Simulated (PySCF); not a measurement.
## [V(OH)4]-: what the settings change

[V(OH)4]- holds V(III), d2, at total charge -1. The structure is a PBE0-D3(BJ)/def2-TZVP geometry optimised for multiplicity 3; coordination tetrahedral, point group S4, metal–donor distances 1.90 Å.

```
9

V     0.000    0.000    0.000
O     1.178    1.178    0.904
H     0.749    2.013    1.101
O    -1.178   -1.178    0.904
H    -0.749   -2.013    1.101
O    -1.178    1.178   -0.904
H    -2.013    0.749   -1.101
O     1.178   -1.178   -0.904
H     2.013   -0.749   -1.101
```

Method (PySCF 2.14, density fitting): CASSCF(2,5) with orbitals averaged over all microstates of the shell, strongly contracted NEVPT2 on the averaged canonical orbitals; basis x2c-TZVPall on the metal, x2c-SVPall elsewhere; spin-free X2C; IEF-PCM dichloromethane; spin-orbit coupling by state interaction with the mean-field operator over all roots.

Base run: NEVPT2 ground state 3B (from 3A2), next 3E (from 3T2) at 6687, then 1B (from 1E) at 11872 cm⁻¹, 10Dq(CASSCF) 8712, B(CASSCF) 905, ζ 176 cm⁻¹, D 2.37 cm⁻¹, g 1.906 1.906 1.963, μeff(300 K) 2.80 μB.

(1) What happens with the basis x2c-TZVPall on all atoms?

(2) What happens with orbitals averaged over the highest spin alone?

NEVPT2 on the d shell alone tends to put d–d bands too high for such charged or covalently bound ions.

Results:

(1) NEVPT2 ground state 3B (from 3A2), next 3E (from 3T2) at 6373, then 1B (from 1E) at 11801 cm⁻¹, 10Dq(CASSCF) 8520, B(CASSCF) 904, ζ 176 cm⁻¹, D 2.54 cm⁻¹, g 1.901 1.901 1.961, μeff(300 K) 2.80 μB. It took 12 s against 6.3 s on a shared host of the same kind.

(2) NEVPT2 ground state 3B (from 3A2), next 3E (from 3T2) at 6676, then 1B (from 1E) at 11932 cm⁻¹, 10Dq(CASSCF) 8717, B(CASSCF) 916, ζ 178 cm⁻¹, D 2.43 cm⁻¹, g 1.904 1.904 1.962, μeff(300 K) 2.80 μB.
